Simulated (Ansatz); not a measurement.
Ansatz (an electronic-structure program) input:

Ansatz 0.2 input:
```yaml
crystal:
  periodic: [false, false, false]
  atoms:
    - {symbol: Be, position_ang: [-0.00000000, -0.00000000, -0.95051621]}
    - {symbol: F, position_ang: [0.00000000, 0.00000000, 0.42245165]}
basis:
  gaussian:
    orbitals: def2-SVPD
magnetization: {spin_polarized: true, initial_magnetization: 1}
correlation: {method: ccsd_t, electrons: outside_noble_gas}
output: {forces: true}
```

### Question
Predict the final energy.

### Answer
-114.24146 Eh (CCSD(T)/def2-SVPD). The basis has 35 functions.
